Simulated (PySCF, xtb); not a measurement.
C2H4F2OSi, SMILES FC1(F)OC[SiH2]1.

GFN2-xTB (xtb) at its own geometry gives an orbital gap of 4.26 eV and a dipole moment of 5.59 D.

Geometry: B3LYP-D3(BJ)/def2-SVP. The structure was generated by enumeration, and PubChem lists no compound with its InChIKey, so it may never have been made.

Task: What does PBE/def2-TZVP run with PySCF give? (Estimate from the structure and the level; the computed values follow.)

Result: gap 5.63 eV (levels -7.16 and -1.53 eV), dipole 3.24 D.
